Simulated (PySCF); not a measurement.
Compound: C3H8OPSi2 (doublet state).
Geometry (GFN2-xTB, Å), atoms numbered from 1 in this order:
```
atom  x, y, z in Å
C1    -3.547   -0.631   -0.407
O2    -2.906    0.522   -0.557
Si3   -1.755    1.340    0.264
C4    -0.165    0.379    0.326
C5     0.855   -0.276    0.337
Si6    2.484   -1.155    0.340
P7     4.083    0.082   -0.643
H8    -3.355   -1.261    0.439
H9    -4.203   -0.925   -1.203
H10   -1.655    2.512   -0.592
H11   -2.157    1.572    1.656
H12    2.891   -1.375    1.732
H13    2.366   -2.410   -0.409
H14    3.712    1.271   -0.042
H15    3.347    0.364   -1.780
```

The hyperfine couplings belong to this conformer and change with its torsions.

The species is `[CH2]O[SiH2]C#C[SiH2]P` [radical].

The calculation used UKS B3LYP, pcH-1 on C H O P Si, non-relativistic, mean-field spin-orbit, GIAO in PySCF 2.14.0. Isolated species at its GFN2-xTB geometry (one conformer only). A GFN2-xTB geometry isn't a minimum of the functional, and hyperfine couplings can be far from their values at a DFT geometry. No stability test was run, so a lower SCF solution isn't excluded.

(1) Where do the isotropic ENDOR lines of H9, H8 and H10/H11 fall at 1211.8 mT, to first order?

(2) Which pairs are centred on the nuclear Larmor frequency, and which on half the coupling?

(3) At what field would the lower line of H9 fall to zero frequency?

Results:

(1) For S = 1/2 in fast tumbling each set of equivalent nuclei gives two lines, ν± = |νn ± a/2| to first order, with νn = g_N μN B/h and μN/h = 7.62259 MHz/T.

```csv
nuclei,isotope,g_N,νn (MHz),a_iso (MHz),lower line (MHz),upper line (MHz)
H9,1H,5.5857,51.60,-65.63,18.78,84.41
H8,1H,5.5857,51.60,-64.67,19.26,83.93
H10/H11,1H,5.5857,51.60,2.85,50.17,53.02
```

(2) Centred on νn, since |a| < 2νn: H9, H8 and H10/H11. No pair has |a| > 2νn.

(3) Where νn = |a|/2, that is B = 32.82 MHz/(5.5857 × 7.62259 MHz/T) = 771 mT, as far as first order holds there.

Class means assume fast exchange of nuclei equivalent by connectivity; if that motion is slow, each nucleus keeps its own coupling. H8 and H9 aren't averaged: C1 is flat or nearly so (angle sum 360°), and its turn about the short C1–O2 bond (1.33 Å) is taken as slow. The 1H value of +2.9 MHz is a mean of couplings from -3.6 to 9.3 MHz in this one geometry, not an average over conformers.
